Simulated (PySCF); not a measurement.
Isomers of C3H8OSi and their computed core-level spectra.

Method: PySCF, delta-SCF UKS SCAN, pcX-2 on the ionised atom, pcseg-1 elsewhere, spin-free X2C. Geometries: PBE0-D3(BJ)/def2-SVP; isolated species, one conformer each.

Line lists (1s up to Mg, 2p3/2 beyond; areas count atoms within a level, one atom standing for each set equivalent by bonding):
1. C 1s: 290.28 (area 1), 290.86 (area 1), 292.11 (area 1) eV; O 1s: 537.69 eV; Si 2p3/2: 107.04 eV
2. C 1s: 290.31 (area 1), 291.00 (area 1), 292.85 (area 1) eV; O 1s: 537.70 eV; Si 2p3/2: 106.60 eV
3. C 1s: 290.06 (area 1), 290.84 (area 1), 291.83 (area 1) eV; O 1s: 538.43 eV; Si 2p3/2: 107.62 eV

Structures:
A. `C[SiH2]C(C)=O`
B. `C1CO[SiH2]C1`
C. `C/C=C/O[SiH3]`

Question: Match each list to its structure.

Answer: 
- 1 = B: another candidate has the same counts of sites, so positions decide. C 1s: 290.28 sp3 carbon bound to silicon, 290.86 ring CH2 carbon, 292.11 sp3 carbon bound to oxygen; O 1s: 537.69 silyl ether oxygen; Si 2p3/2: 107.04 oxygen-bound silicon.
- 2 = A: another candidate has the same counts of sites, so positions decide. C 1s: 290.31 Si-methyl carbon, 291.00 methyl carbon next to a carbonyl, 292.85 carbonyl carbon; O 1s: 537.70 carbonyl oxygen; Si 2p3/2: 106.60 SiH2 silicon.
- 3 = C: another candidate has the same counts of sites, so positions decide. C 1s: 290.06 alkene CH carbon, 290.84 allylic carbon, 291.83 vinylic carbon bearing oxygen; O 1s: 538.43 silyl ether oxygen; Si 2p3/2: 107.62 oxygen-bound silicon.

The 2p values add to the ΔSCF energy of one spin-free hole a correction within the shell (spin–orbit coupling, ligand field). 1 of these hole states is spin-contaminated (⟨S²⟩ 0.85, against 0.75; counted from 0.85) and less certain.
